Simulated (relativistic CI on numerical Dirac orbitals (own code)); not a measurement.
# Tm²⁺: 4d photoemission

Computed with this model: Dirac-Coulomb-Breit CI, orbitals from a KLI potential per configuration, model QED (radiative potential, 1s self-energy scaled to tabulated hydrogen-like ionisation energies), valence Slater integrals scaled by 0.9, multiplet model of photoemission in the sudden approximation; configurations [Xe] 4f13 → [Kr] 4d9 4f13 5s2 5p6; 300 K; Lorentzian 1 eV and Gaussian 0.6 eV FWHM. Energies are those of the free ion, without screening or charge transfer. The energies are binding energies and can lie tens of eV above those of solids. S is read from ⟨S²⟩ = S(S + 1).

free ion: ground-state S = 0.50, centroid 202.18 eV. Peaks (eV, height): 193.2 (85), 197.0 (49), 202.6 (100), 204.4 (24), 207.8 (56), 209.6 (40), 211.8 (9), 215.2 (46).

Strongest unbroadened transitions for free ion:

```tsv
Energy (eV)	Relative strength
193.07	100.0
194.17	62.1
196.69	24.7
197.03	24.7
197.47	17.6
197.87	11.4
201.08	13.7
202.42	84.1
202.61	3.5
202.65	1.4
202.74	48.8
204.60	17.4
207.59	57.4
208.57	42.5
209.73	37.9
211.90	5.0
214.98	2.2
215.11	60.3
```
